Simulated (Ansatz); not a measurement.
Li₃Sn⁺. Total charge 1; singlet. Geometry PBE0-D4/def2-TZVP.

```xyz
4

Li    0.814   -2.040    1.565
Li    1.106    0.358   -2.433
Li   -1.920    1.682    0.867
Sn    0.000    0.000    0.000
```

In the def2 sets Sn takes a core potential; there is no spin–orbit coupling. The restricted singlet is unstable towards broken spin symmetry at other levels; at PBE-D4/def2-SVP, r2SCANh-D4/def2-TZVP, ωB97X-V/def2-TZVP this wasn't settled. At r2SCAN-D4/def2-TZVP the restricted singlet is unstable: a solution with broken spin symmetry lies lower. The geometry of the singlet was relaxed on an unsound state (restricted singlet, unstable towards broken spin symmetry). The order of the spin states hangs on the level: the triplet lies 0.23 eV below the singlet at r2SCAN-D4/def2-TZVP, but 0.21 eV above it at ωB97X-V/def2-TZVP. The singlet is doubtful at r2SCAN-D4/def2-TZVP (restricted singlet, unstable towards broken spin symmetry). The singlet is doubtful at ωB97X-V/def2-TZVP (restricted singlet, unstable towards broken spin symmetry at other levels and untested here). The structure comes from a short search, and lower isomers may exist.

**Question.** Estimate the orbital energies around the gap (eV) in Ansatz with PBE-D4/def2-SVP, PBE-D4/def2-TZVP, r2SCAN-D4/def2-TZVP, r2SCANh-D4/def2-TZVP, ωB97X-V/def2-TZVP.

**Answer.** 
| orbital | PBE-D4/def2-SVP | PBE-D4/def2-TZVP | r2SCAN-D4/def2-TZVP | r2SCANh-D4/def2-TZVP | ωB97X-V/def2-TZVP |
| --- | --- | --- | --- | --- | --- |
| HOMO−13 | -91.38 | -91.40 | -93.96 | -95.77 | -98.56 |
| HOMO−12 | -90.89 | -90.94 | -93.49 | -95.31 | -98.08 |
| HOMO−11 | -90.89 | -90.94 | -93.49 | -95.31 | -98.08 |
| HOMO−10 | -54.88 | -55.04 | -56.61 | -58.07 | -61.49 |
| HOMO−9 | -54.88 | -55.04 | -56.61 | -58.06 | -61.49 |
| HOMO−8 | -54.88 | -55.04 | -56.61 | -58.06 | -61.49 |
| HOMO−7 | -27.65 | -27.68 | -28.18 | -29.19 | -32.68 |
| HOMO−6 | -27.51 | -27.55 | -28.05 | -29.06 | -32.54 |
| HOMO−5 | -27.51 | -27.55 | -28.05 | -29.06 | -32.54 |
| HOMO−4 | -27.12 | -27.18 | -27.67 | -28.68 | -32.15 |
| HOMO−3 | -27.12 | -27.18 | -27.67 | -28.68 | -32.15 |
| HOMO−2 | -13.08 | -13.16 | -13.32 | -13.77 | -16.79 |
| HOMO−1 | -7.23 | -7.31 | -7.31 | -7.59 | -9.82 |
| HOMO | -7.23 | -7.31 | -7.31 | -7.59 | -9.82 |
| LUMO | -6.62 | -6.66 | -6.43 | -6.15 | -3.83 |
| LUMO+1 | -4.83 | -4.92 | -4.26 | -4.14 | -3.02 |
| LUMO+2 | -4.25 | -4.33 | -3.49 | -3.39 | -2.44 |
| LUMO+3 | -4.25 | -4.33 | -3.49 | -3.39 | -2.43 |
| LUMO+4 | -3.30 | -3.47 | -2.87 | -2.72 | -1.33 |
| LUMO+5 | -3.30 | -3.47 | -2.87 | -2.72 | -1.33 |
